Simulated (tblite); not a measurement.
Species: C5H13BGe.
Structure used (GFN2-xTB), in Å, numbered top down from 1:
```xyz
20
C5H13BGe angstrom
B      2.935   -0.518   -1.193
Ge     1.421   -0.139    0.067
C     -0.011   -1.530    0.053
C     -1.262   -1.041    0.770
C     -1.842    0.233    0.159
C     -0.983    1.470    0.410
C      0.318    1.461   -0.381
H      4.024   -0.701   -0.821
H      2.733   -0.573   -2.340
H      1.786    0.030    1.533
H     -0.254   -1.764   -0.986
H      0.339   -2.454    0.515
H     -1.029   -0.855    1.822
H     -2.024   -1.827    0.737
H     -1.968    0.093   -0.917
H     -2.833    0.404    0.589
H     -1.560    2.361    0.143
H     -0.758    1.534    1.478
H      0.094    1.439   -1.449
H      0.869    2.383   -0.190
```

Calculated harmonic vibrations of the isolated species, GFN2-xTB (tblite), most abundant isotopes, no scaling. Errors from tens to a few hundred cm⁻¹ against measured bands are possible. Modes of hydrogen on boron and germanium can be 10 to 20 % off. One conformer, not necessarily the lowest.

Harmonic wavenumbers (cm⁻¹): 78.6, 83.9, 128.7, 159.8, 197.6, 241.2, 340.1, 362.0, 470.7, 535.9, 543.5, 552.1, 607.5, 610.0, 714.6, 720.3, 755.4, 788.0, 853.8, 901.5, 924.2, 977.8, 1003.9, 1057.4, 1086.9, 1130.1, 1159.8, 1163.6, 1192.0, 1210.6, 1248.8, 1275.1, 1283.0, 1347.2, 1358.3, 1358.4, 1460.1, 1461.0, 1486.4, 1487.6, 1499.2, 1890.2, 2662.7, 2706.2, 2928.4, 2930.5, 2943.2, 2946.8, 2953.4, 2956.6, 2961.9, 2966.5, 2968.3, 2972.2.

A = 3292, B = 1397, C = 1107 MHz; mass 158.032 u (most abundant isotopes); point group C1, symmetry number 1.

**Question.** What is the zero-point energy?

**Answer.** ½Σν̃ = 36302 cm⁻¹ = 103.79 kcal/mol.

**Question.** What is S at 298.15 K and 1 bar for an ideal gas of classical rigid rotors and harmonic oscillators?

**Answer.** Translation 41.11, rotation 28.54, vibration 25.06: S = 94.7 cal/(mol K).

**Question.** And Cp and H(298.15 K) − H(0)?

**Answer.** Cp = 37.58 cal/(mol K), of which vibrations give 29.63 (their classical limit is 54 R = 107.3); H(298.15 K) − H(0) = 6.54 kcal/mol without the zero-point energy, 4.17 from vibrations.

**Question.** What must be added to the electronic energy to get the Gibbs energy at 298.15 K and 1 bar?

**Answer.** ZPE + [H(298.15 K) − H(0)] − T·S = 103.79 + 6.54 − 28.23 = 82.10 kcal/mol.

**Question.** Which modes carry the vibrational entropy at 298.15 K?

**Answer.** 78.6 cm⁻¹: 3.93; 83.9 cm⁻¹: 3.80; 128.7 cm⁻¹: 2.97; 159.8 cm⁻¹: 2.55; 197.6 cm⁻¹: 2.16; 241.2 cm⁻¹: 1.79 cal/(mol K); the other 48 give 7.87 together.

**Question.** How do the functions run with temperature in this model?

**Answer.** 
```csv
T (K),S (cal/(mol K)),Cp (cal/(mol K)),H − H(0) (kcal/mol),G − H(0) (kcal/mol),ln q(vib)
100,67.2,17.1,1.20,-5.53,1.13
200,82.0,26.8,3.38,-13.02,3.30
300,94.9,37.8,6.61,-21.87,5.61
500,119.1,57.6,16.24,-43.31,10.47
800,150.8,77.0,36.68,-83.93,17.80
1000,168.9,85.5,52.97,-115.93,22.45
```

q(vib) and H(0) count from the zero-point level.

Hindered rotation and anharmonicity are outside this model. Other conformers, if any are populated, would add a mixing term that is left out.
